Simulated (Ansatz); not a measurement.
The inner images of a band of CH6Ge + ClH (10 atoms, charge 0, multiplicity 1) are given out of order.

These are results of RKS PBE-D4/def2-mTZVP (Ansatz), not measurements.

Initial state:

```xyz
10
Properties=species:S:1:pos:R:3
Ge 0.012 0.167 -0.369
H -0.003 -0.249 1.139
H 1.490 0.403 -0.764
C -1.074 1.788 -0.613
H -2.112 1.607 -0.305
H -0.672 2.616 -0.016
H -1.072 2.088 -1.670
H -0.550 -1.027 -1.178
Cl 1.500 -2.588 2.474
H 0.852 -1.582 1.926
```

Final state:

```xyz
10
Properties=species:S:1:pos:R:3
Ge 0.680 0.098 -0.710
H -1.727 -1.421 1.936
H 1.718 0.527 -1.777
C -0.602 1.513 -0.280
H -1.301 1.167 0.491
H -0.071 2.397 0.095
H -1.172 1.795 -1.176
H 0.004 -1.238 -1.103
Cl 1.832 -0.320 1.114
H -0.992 -1.295 2.034
```

**Question.** Put them in order from the first end to the last, with their energies above the first end.
A.
```xyz
10
Properties=species:S:1:pos:R:3
Ge 0.434 -0.200 -0.613
H -1.065 -0.234 2.002
H 1.555 0.161 -1.605
C -0.657 1.419 -0.281
H -1.658 1.189 0.105
H -0.184 2.166 0.367
H -0.777 1.867 -1.282
H -0.500 -1.339 -1.088
Cl 1.659 -1.165 0.960
H -0.438 -0.642 2.058
```
B.
```xyz
10
Properties=species:S:1:pos:R:3
Ge -0.017 -0.022 -0.286
H -0.420 -0.207 1.246
H 1.499 0.112 -0.587
C -0.930 1.672 -0.542
H -1.980 1.545 -0.256
H -0.465 2.390 0.148
H -0.853 2.048 -1.565
H -0.592 -1.275 -0.983
Cl 1.604 -1.929 1.745
H 0.525 -1.110 1.704
```
C.
```xyz
10
Properties=species:S:1:pos:R:3
Ge 0.564 -0.094 -0.787
H -1.450 -0.574 2.269
H 1.636 0.337 -1.817
C -0.619 1.389 -0.289
H -1.537 1.018 0.182
H -0.116 2.072 0.407
H -0.887 1.949 -1.196
H -0.222 -1.335 -1.276
Cl 1.726 -0.778 0.949
H -0.726 -0.759 2.182
```
D.
```xyz
10
Properties=species:S:1:pos:R:3
Ge 0.312 -0.236 -0.411
H -0.719 -0.118 1.755
H 1.546 0.063 -1.267
C -0.738 1.483 -0.344
H -1.774 1.374 0.008
H -0.258 2.296 0.212
H -0.785 1.800 -1.405
H -0.664 -1.347 -0.866
Cl 1.596 -1.489 1.059
H -0.146 -0.602 1.883
```
E.
```xyz
10
Properties=species:S:1:pos:R:3
Ge 0.695 0.056 -0.847
H -1.730 -1.058 2.436
H 1.794 0.598 -1.793
C -0.605 1.421 -0.323
H -1.346 0.993 0.365
H -0.096 2.253 0.181
H -1.127 1.809 -1.209
H 0.036 -1.216 -1.435
Cl 1.743 -0.595 0.971
H -0.995 -1.037 2.279
```
F.
```xyz
10
Properties=species:S:1:pos:R:3
Ge -0.101 0.057 -0.296
H -0.334 -0.329 1.204
H 1.427 0.157 -0.521
C -1.005 1.771 -0.605
H -2.078 1.678 -0.391
H -0.581 2.536 0.058
H -0.881 2.101 -1.645
H -0.674 -1.100 -1.149
Cl 1.774 -2.251 2.149
H 0.824 -1.396 1.820
```
G.
```xyz
10
Properties=species:S:1:pos:R:3
Ge 0.152 -0.130 -0.297
H -0.545 -0.199 1.438
H 1.578 0.120 -0.840
C -0.841 1.569 -0.431
H -1.891 1.450 -0.135
H -0.377 2.337 0.203
H -0.796 1.917 -1.474
H -0.605 -1.342 -0.868
Cl 1.559 -1.722 1.392
H 0.136 -0.775 1.635
```

**Answer.** F (+1.9 kJ/mol), B (+37.3 kJ/mol), G (+141.8 kJ/mol), D (+32.0 kJ/mol), A (-40.0 kJ/mol), C (-63.6 kJ/mol), E (-67.1 kJ/mol).

The run took 3.4 min on 2 threads of Arm Neoverse V1, on a shared host, peak memory 0.19 GiB.
